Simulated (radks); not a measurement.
The numbers below are computed, except where a source is named.
Task: The table gives one normalised radial function P(r) = r R(r) of Li2+ in 2s1 (r in bohr). Code: a radial shooting solver on a logarithmic mesh with Libxc functionals. Model: scalar-relativistic Kohn-Sham, PBE, spin-polarised, spherical densities, finite nucleus; open shells are filled with parallel spins first; Fermi nuclear charge, rms radius 2.444 fm.

r,P
0.01679,0.0596
0.01848,0.0653
0.02034,0.0714
0.02239,0.0781
0.02445,0.0847
0.02691,0.0926
0.02963,0.1010
0.03261,0.1102
0.0359,0.1200
0.03951,0.1306
0.04315,0.1410
0.0475,0.1530
0.05228,0.1659
0.05755,0.1795
0.06335,0.1939
0.06973,0.2091
0.07614,0.2235
0.08382,0.2399
0.09226,0.2567
0.1016,0.2739
0.1118,0.2912
0.1231,0.3083
0.1355,0.3250
0.1479,0.3396
0.1628,0.3543
0.1792,0.3673
0.1973,0.3779
0.2172,0.3854
0.239,0.3890
0.261,0.3883
0.2873,0.3823
0.3163,0.3698
0.3482,0.3501
0.3832,0.3222
0.4218,0.2853
0.4606,0.2430
0.5071,0.1873
0.5582,0.1216
0.6144,0.0463
0.6763,-0.0377
0.7444,-0.1292
0.8129,-0.2179
0.8948,-0.3175
0.985,-0.4178
1.084,-0.5152
1.193,-0.6031
1.314,-0.6763
1.446,-0.7315
1.579,-0.7625
1.738,-0.7713
1.913,-0.7528
2.106,-0.7085
2.318,-0.6426
2.552,-0.5613
2.787,-0.4792
3.068,-0.3878
3.377,-0.3005
3.717,-0.2219
4.091,-0.1554
4.504,-0.1026
4.918,-0.0662
5.413,-0.0385
5.959,-0.0207
6.559,-0.0103

Which n and l does it have? It may be an empty orbital.

Result: n = 2, l = 0: the number of nodes gives n - l - 1 = 1, the rise at small r (about r^(l+1)) gives l, and the extent must fit the shell. The curve is that of 2s up; the table hardly tells the two spins apart. 2s up: eigenvalue -26.989 eV, 1 radial node at r = 0.649 bohr, <r> = 1.96 bohr, 90 % of the charge inside 2.97 bohr.
